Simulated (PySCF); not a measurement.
Point-charge models of `COBP1[SiH2]CC[SiH2]1` against its computed dipole.

Coordinates (PBE0-D3(BJ)/def2-SVP, Å) and charges (e) from the PBE0/pcSseg-1 density (PySCF):

```json
{"atom": "C1", "x": "3.034", "y": "-0.227", "z": "-0.897", "Mulliken": "-0.0649", "IAO": "-0.1979", "Hirshfeld": "-0.0268", "ESP-fitted": "+0.0696"}
{"atom": "O2", "x": "2.577", "y": "0.784", "z": "-0.035", "Mulliken": "-0.4616", "IAO": "-0.3369", "Hirshfeld": "-0.1539", "ESP-fitted": "-0.4446"}
{"atom": "B3", "x": "1.493", "y": "0.705", "z": "0.755", "Mulliken": "+0.2827", "IAO": "+0.0716", "Hirshfeld": "+0.1196", "ESP-fitted": "+0.5605"}
{"atom": "P4", "x": "0.385", "y": "-0.874", "z": "0.862", "Mulliken": "-0.5737", "IAO": "-0.2336", "Hirshfeld": "-0.1180", "ESP-fitted": "-0.5182"}
{"atom": "Si5", "x": "-1.478", "y": "-0.059", "z": "1.853", "Mulliken": "+0.5321", "IAO": "+0.5829", "Hirshfeld": "+0.2827", "ESP-fitted": "+0.5505"}
{"atom": "C6", "x": "-2.820", "y": "-0.389", "z": "0.553", "Mulliken": "-0.5377", "IAO": "-0.5241", "Hirshfeld": "-0.1547", "ESP-fitted": "-0.3478"}
{"atom": "C7", "x": "-2.301", "y": "-0.003", "z": "-0.838", "Mulliken": "-0.5221", "IAO": "-0.5224", "Hirshfeld": "-0.1541", "ESP-fitted": "-0.0941"}
{"atom": "Si8", "x": "-0.623", "y": "-0.825", "z": "-1.167", "Mulliken": "+0.4900", "IAO": "+0.5719", "Hirshfeld": "+0.2814", "ESP-fitted": "+0.3074"}
{"atom": "H9", "x": "2.686", "y": "-1.224", "z": "-0.578", "Mulliken": "+0.1346", "IAO": "+0.1325", "Hirshfeld": "+0.0359", "ESP-fitted": "+0.0528"}
{"atom": "H10", "x": "4.134", "y": "-0.213", "z": "-0.896", "Mulliken": "+0.1309", "IAO": "+0.1573", "Hirshfeld": "+0.0537", "ESP-fitted": "+0.0783"}
{"atom": "H11", "x": "2.683", "y": "-0.038", "z": "-1.923", "Mulliken": "+0.1295", "IAO": "+0.1468", "Hirshfeld": "+0.0464", "ESP-fitted": "+0.0626"}
{"atom": "H12", "x": "1.290", "y": "1.657", "z": "1.474", "Mulliken": "+0.0373", "IAO": "+0.0050", "Hirshfeld": "-0.0651", "ESP-fitted": "-0.1587"}
{"atom": "H13", "x": "-1.770", "y": "-0.759", "z": "3.141", "Mulliken": "-0.0553", "IAO": "-0.1063", "Hirshfeld": "-0.0781", "ESP-fitted": "-0.1341"}
{"atom": "H14", "x": "-1.348", "y": "1.406", "z": "2.129", "Mulliken": "-0.0474", "IAO": "-0.1131", "Hirshfeld": "-0.0767", "ESP-fitted": "-0.1331"}
{"atom": "H15", "x": "-3.066", "y": "-1.465", "z": "0.592", "Mulliken": "+0.1586", "IAO": "+0.1447", "Hirshfeld": "+0.0405", "ESP-fitted": "+0.1210"}
{"atom": "H16", "x": "-3.747", "y": "0.151", "z": "0.811", "Mulliken": "+0.1586", "IAO": "+0.1509", "Hirshfeld": "+0.0425", "ESP-fitted": "+0.0888"}
{"atom": "H17", "x": "-3.018", "y": "-0.265", "z": "-1.634", "Mulliken": "+0.1575", "IAO": "+0.1508", "Hirshfeld": "+0.0420", "ESP-fitted": "+0.0563"}
{"atom": "H18", "x": "-2.146", "y": "1.088", "z": "-0.901", "Mulliken": "+0.1601", "IAO": "+0.1456", "Hirshfeld": "+0.0407", "ESP-fitted": "+0.0453"}
{"atom": "H19", "x": "-0.799", "y": "-2.221", "z": "-1.676", "Mulliken": "-0.0431", "IAO": "-0.1122", "Hirshfeld": "-0.0824", "ESP-fitted": "-0.0753"}
{"atom": "H20", "x": "0.177", "y": "-0.069", "z": "-2.180", "Mulliken": "-0.0662", "IAO": "-0.1136", "Hirshfeld": "-0.0758", "ESP-fitted": "-0.0871"}
```

Task: What dipole does each set of charges give (1 e·Å = 4.803 D), and what does the density give?

Result: The full density gives (-0.90, -0.23, -1.69) D, 1.93 D in size; dipole vectors point from the negative to the positive end.

```csv
scheme,μx,μy,μz,size (D),share of the full size (%),angle to the full dipole (°)
Mulliken,0.12,-0.04,-1.34,1.35,70,33
IAO,0.24,-1.68,-0.95,1.95,101,62
Hirshfeld,0.04,-0.77,-0.72,1.05,55,48
ESP-fitted,-0.89,-0.26,-1.71,1.94,101,1
```

Task: Which set comes closest?

Result: Length of the difference vector: ESP-fitted 0.04 D, Mulliken 1.09 D, Hirshfeld 1.45 D, IAO 1.99 D. Closest: ESP-fitted. The schemes that divide the density aren't constrained to reproduce the dipole.

Task: What is left for the Hirshfeld atoms' own dipoles?

Result: The shares of the density sum to the whole, so what Σ q r misses lies in dipoles about the nuclei. The atomic dipoles sum to (-0.90, -0.23, -1.69) − (0.04, -0.77, -0.72) = (-0.94, 0.54, -0.97) D, 1.45 D in size.

Task: With the origin at the mean of the coordinates, (-0.233, -0.142, -0.028) Å, which are the largest single terms, by size, of the Mulliken dipole along the direction of the full one?

Result: C7 -4.15, O2 +3.14, Si8 +2.97, Si5 -2.76, P4 +2.70 D; all 20 atoms together +1.12 D. The single terms depend on the origin, their sum doesn't.

Task: Give the size of the full dipole in other units.

Result: 1.93 D = 0.758 au = 0.401 e·Å = 6.43 × 10⁻³⁰ C·m.

The structure is a single PBE0-D3(BJ)/def2-SVP conformer in the gas phase; no vibrational or solvent corrections.
